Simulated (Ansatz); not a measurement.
This geometry of BCl2F + H2 (6 atoms, charge 0, multiplicity 1) is a first-order saddle point.

These are results of RKS PBE/def2-SVP (Ansatz 0.2.0), not measurements.

```xyz
6
Properties=species:S:1:pos:R:3
B 0.108 -0.304 0.027
Cl 0.080 0.149 2.105
Cl 1.585 0.310 -0.737
F -1.099 -0.010 -0.465
H 0.225 -1.600 0.272
H 0.161 -1.151 1.254
```

(1) Which two structures does it join? (They come from a converged band through this point; their orientation in space is the band's.)

(2) How far does it lie above each of them?

## Answers

(1) Bonds broken: B1–Cl2, H5–H6. Bonds formed: B1–H5, Cl2–H6. BCl2F + H2 becomes BClFH + ClH.

Image 0:

```xyz
6
Properties=species:S:1:pos:R:3
B 0.008 0.562 0.082
Cl -0.033 0.940 1.796
Cl 1.505 0.611 -0.831
F -1.118 0.241 -0.537
H 0.412 -2.639 0.629
H 0.286 -2.322 1.318
```

Image 8:

```xyz
6
Properties=species:S:1:pos:R:3
B 0.119 -0.357 -0.612
Cl 0.058 -0.116 2.608
Cl 1.531 0.618 -0.987
F -1.085 0.176 -0.741
H 0.237 -1.528 -0.322
H 0.200 -1.401 2.509
```

(2) 30.8 kcal/mol above the first and 15.8 kcal/mol above the second. This is the barrier of this one path; another mechanism may lie lower. The orbitals stay closed-shell, which can raise the energy where a bond breaks towards radicals; this wasn't checked here.

Time of the run: 5.5 min on 1 thread of Arm Neoverse V2, on a shared host, peak memory 0.13 GiB.
